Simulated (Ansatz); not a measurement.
**Multireference treatment of BeO, singlet**

Computed with Ansatz's Gaussian-basis code (development build). Basis cc-pVDZ, nonrelativistic, 2 orbitals frozen in the corrections. State-specific CASSCF; RHF is the lowest restricted (open-shell) Hartree–Fock solution met. Letters tell apart solutions met in one space. Solutions may break the symmetry of the shape. Lower solutions, or ones in other orbitals, may exist.

Geometry: bond length 4.0154 Å. A bond is stretched, to 2.48 times the sum of the covalent radii.

CASSCF less RHF, in eV, and natural occupations:

| CAS | CASSCF | occupations |
| --- | --- | --- |
| (8,8) a | -2.599 | 2.00, 1.99, 1.84, 1.00, 1.00, 0.08, 0.08, 0.01 |
| (8,8) b | -2.269 | 2.00, 2.00, 1.81, 1.00, 1.00, 0.07, 0.07, 0.06 |

Q: What totals less RHF do the corrections give on each solution?

A: 

| CAS | SC-NEVPT2 |
| --- | --- |
| (8,8) a | -4.862 |
| (8,8) b | -5.017 |

Q: In CAS(8,8), is the solution lowest in CASSCF also lowest after SC-NEVPT2?

A: No: (8,8) b is lowest after SC-NEVPT2, 0.16 eV under (8,8) a, which leads in CASSCF.
